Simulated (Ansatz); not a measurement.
Reaction (ligand exchange at the Si–C bond): `O/C(Cl)=C/[SiH3]` + `[CH3][AlH][SH]` → `[CH3][AlH][S][SiH3]` + `C=C(O)Cl`

Gas-phase electronic energies from Ansatz, PBE0-D4/def2-TZVP geometries. CCSD(T)/CBS adds triple-zeta CCSD(T) − MP2 to the extrapolated MP2 energy (def2 sets, frozen cores). This one scheme is used for every species. DFT in def2-TZVPP. One conformer a species, not always the lowest.

| level | ΔE (kcal/mol) |
| --- | --- |
| PBE | -10.4 |
| MP2/def2-QZVPP | -11.8 |

Task: What does CCSD(T)/CBS give? (An estimate is asked.)

Result: Ansatz gave: -11.5 kcal/mol. The listed levels differ from it by 1.1, -0.3 kcal/mol.

Largest T1 diagnostic among the species: 0.012.

In def2-TZVPP, CCSD(T) changes the Hartree–Fock value by +1.3 kcal/mol (the triples alone add +0.2 kcal/mol) and MP2 by +0.8 kcal/mol. From PBE to PBE0 (25 % exact exchange), in def2-TZVPP and without D4, ΔE moves by −0.9 kcal/mol.
